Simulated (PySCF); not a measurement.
Computed shifts of a molecule C₄H₆Cl₂, PBE/pcSseg-1 (PySCF), GIAO, gas phase, equivalent atoms averaged, in ppm (number of nuclei): ¹³C: 144.7 (1), 127.4 (1), 93.0 (1), 58.2 (1). ¹H: 6.50 (1), 5.83 (1), 5.72 (2), 3.16 (1), 2.78 (1). References: ¹³C against TMS (σ = 182.0 ppm); ³⁵Cl against HCl (σ = 936.5 ppm); ¹H against TMS (σ = 31.49 ppm), references at their B3LYP-D3(BJ)/def2-TZVP geometries, non-relativistic (without spin–orbit terms, shifts of atoms bonded to Cl or Br come out too high). The structure is a stationary point at ωB97X-D3(BJ)/def2-SVP. The values are those of a single conformer.

Task: Pick the molecule that these values belong to.
A) ClC1(Cl)CCC1
B) CC(C)=C(Cl)Cl
C) C=CCC(Cl)Cl
D) C[C@H]1CC1(Cl)Cl

Result: C, C=CCC(Cl)Cl
